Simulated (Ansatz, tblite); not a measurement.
Cost and result up the ladder for Al10⁻ (relaxed from a model of Al10 tetrahedron, whose bonding it doesn't keep) (10 atoms). Charge -1, multiplicity 2. Geometry: PBE-D4/def2-SVP.

```xyz
10

Al   -1.7727    2.8147    0.2697
Al   -2.1346    0.5836   -1.1864
Al   -0.2147   -0.0025   -2.8170
Al   -1.4766    0.3263    1.3917
Al   -0.4048   -1.4450   -0.3428
Al    0.1375   -1.7380    2.1940
Al    0.6515    0.9997   -0.3814
Al    1.9227   -1.1670   -1.9204
Al    1.0654    0.7708    2.1744
Al    2.2263   -1.1426    0.6183
```

Ansatz on 4 threads of Arm Neoverse V1 on a shared host; xTB runs through tblite on one thread. Times are rough, summed over both states, and most runs start from the orbitals of an earlier one. B3LYP-D4/def2-SVP serves as the yardstick here, not as an exact answer. The other state is a quartet at its own geometry, which has other bonds, so the gap mixes isomer and spin.

The xTB rows come from tblite. B3LYP takes the VWN-RPA correlation.

Run but left out: HF/STO-3G, HF/def2-SVP, HF/def2-SVPD, MP2/def2-SVPD (doublet: ⟨S²⟩ 2.43 to 2.49, where a pure state has 0.75).

xTB has no spin-polarisation term.

```tsv
level	functions	quartet − doublet (eV)	difference from B3LYP-D4/def2-SVP (eV)	remarks
PBE-D4/def2-SVP	180	0.15	-0.14	–
GFN2-xTB	90	-0.42	-0.71	–
B3LYP-D4/def2-SVP	180	0.29	0.00	–
GFN1-xTB	90	1.12	0.83	–
r2SCAN-D4/def2-SVP (with forces)	180	-0.02	-0.31	spin-contaminated (⟨S²⟩ 0.90) (doublet)
PBE0-D4/def2-SVP	180	0.08	-0.21	spin-contaminated (⟨S²⟩ 0.86) (doublet)
```

(1) Estimate how long each takes.

## Answers

(1) GFN1-xTB 0.097 s; GFN2-xTB 0.29 s; PBE-D4/def2-SVP 21 s; B3LYP-D4/def2-SVP 33 s; PBE0-D4/def2-SVP 35 s; r2SCAN-D4/def2-SVP (with forces) 74 s. On shared hardware such times vary by a factor of up to 3.
